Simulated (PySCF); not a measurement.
# Electronic absorption of C6H4ClN3

Species: C6H4ClN3.
Z-matrix (Å and degrees, GFN2-xTB geometry), rows numbered from 1:
```
Cl
C   1  1.7291
C   2  1.4133  1  117.59
C   3  1.3665  2  121.40  1  -179.97
C   4  1.4016  3  117.42  2    -0.02
N   5  1.3413  4  131.94  3  -179.96
N   6  1.3056  5  103.73  4   179.95
N   7  1.3069  6  117.81  5     0.01
C   8  1.3417  7  103.64  6    -0.00
C   2  1.3691  1  119.33  3  -179.99
H   3  1.0788  2  118.23  1     0.05
H   4  1.0774  3  122.04  2   179.99
H   7  1.0114  6  121.17  5  -179.98
H  10  1.0769  2  122.61  1    -0.00
```

The calculation used TDDFT CAM-B3LYP/def2-SVPD, vertical, gas phase, core orbitals frozen in the response in PySCF 2.14.0, density-fitted response routines.

```csv
state,E (eV),λ (nm),ν̃ (cm⁻¹),f,symmetry,"main configurations (H = HOMO, L = LUMO)"
S1,4.74,261.5,38250,0.101,A′,H→L (94%)
S2,5.09,243.6,41050,0.113,A′,"H-1→L (78%), H→L+1 (18%)"
S3,5.79,214.0,46720,0.0000,–,"H-2→L (89%), H-2→L+3 (10%)"
S4,6.14,201.8,49550,0.0018,–,"H-5→L (83%), H-3→L (12%)"
S5,6.58,188.4,53070,0.0002,–,H→L+2 (65%)
S6,6.62,187.4,53360,0.821,A′,"H→L+1 (71%), H-1→L (16%)"
S7,6.77,183.0,54630,0.040,A′,"H→L+3 (69%), H-4→L (19%)"
S8,6.90,179.7,55650,0.0012,–,"H-3→L (80%), H-5→L (11%)"
```

Triplets (Tamm–Dancoff): T1 3.02 eV, H→L (88%); T2 3.97 eV, H-1→L (89%); T3 4.69 eV, H→L+3 (43%), H-4→L (38%).

The lowest singlet comes at 261 nm (458 kJ/mol) in the ultraviolet; it is of moderate strength; its leading configuration is HOMO→LUMO (94%). The strongest level in the table is S6 at 6.62 eV (187 nm, f = 0.821). Löwdin shares by element: HOMO carbon 46% or more, nitrogen 13% or more (atoms not listed hold the other 41%); LUMO nitrogen 27% or more, carbon 27% or more (atoms not listed hold the other 46%). The listed states span 2.16 eV, and the widest gap between neighbours is 0.70 eV (S2 to S3). Weighted by f, the mean energy of these states is 6.29 eV. Orbital energies (eV): HOMO-3 -10.57, HOMO-2 -10.48, HOMO-1 -8.87, HOMO -8.18, LUMO -0.84, LUMO+1 1.05, LUMO+2 1.45. Symmetry labels in Cs follow from the direction of the transition dipole and are given only for states with f of 0.002 or more. The window holds the lowest 8 singlets.
